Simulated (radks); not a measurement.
Sb42+, configuration [He] 2s2 2p5.

Calculated with a radial shooting solver on a logarithmic mesh with Libxc functionals: Dirac Kohn-Sham, LDA (Slater exchange, Perdew-Wang correlation), spin-unpolarised, spherical densities, finite nucleus; open shells fill j = l - 1/2 first; Fermi nuclear charge, rms radius 4.6802 fm.

Energy parts (hartree):
total: -4668.89231
kinetic: 4990.67740
electron-nucleus: -10020.96418
Hartree: 435.62601
exchange-correlation: -74.23153

Orbitals (lengths in bohr, moments of r in powers of bohr; r(90%) holds 90 % of the orbital's charge):
[
 {"orbital": "1s1/2", "occ.": "2", "eigenvalue (hartree)": "-1221.832", "<r>": "0.02841", "r(90%)": "0.0510", "small-component weight": "3.52e-02"},
 {"orbital": "2s1/2", "occ.": "2", "eigenvalue (hartree)": "-269.4959", "<r>": "0.1191", "r(90%)": "0.184", "small-component weight": "7.87e-03"},
 {"orbital": "2p1/2", "occ.": "2", "eigenvalue (hartree)": "-260.9173", "<r>": "0.1001", "r(90%)": "0.163", "small-component weight": "7.84e-03"},
 {"orbital": "2p3/2", "occ.": "3", "eigenvalue (hartree)": "-251.0709", "<r>": "0.1052", "r(90%)": "0.170", "small-component weight": "7.51e-03"},
 {"orbital": "3s1/2", "occ.": "0", "eigenvalue (hartree)": "-111.7561", "<r>": "0.2827", "r(90%)": "0.410", "small-component weight": "3.17e-03"},
 {"orbital": "3p1/2", "occ.": "0", "eigenvalue (hartree)": "-108.9084", "<r>": "0.2667", "r(90%)": "0.395", "small-component weight": "3.12e-03"},
 {"orbital": "3p3/2", "occ.": "0", "eigenvalue (hartree)": "-106.2497", "<r>": "0.2741", "r(90%)": "0.405", "small-component weight": "3.04e-03"},
 {"orbital": "3d3/2", "occ.": "0", "eigenvalue (hartree)": "-102.6573", "<r>": "0.2357", "r(90%)": "0.357", "small-component weight": "2.91e-03"},
 {"orbital": "3d5/2", "occ.": "0", "eigenvalue (hartree)": "-101.9860", "<r>": "0.2380", "r(90%)": "0.360", "small-component weight": "2.89e-03"}
]

The highest occupied level is 2p3/2 at -6832.0 eV. For comparison, the ionisation energy in NIST's Atomic Spectra Database is 6929 eV (theoretical). In exact Kohn-Sham theory the highest level is minus the ionisation energy, but local and semilocal functionals leave it too shallow, through self-interaction and a potential that decays too fast; potentials with the right tail come closer. The density falls to 0.001 e/bohr^3 at r = 0.45 bohr.

Beside tabulated values, note that spin-unpolarised runs miss the spin-polarisation part of the exchange energy of open shells.
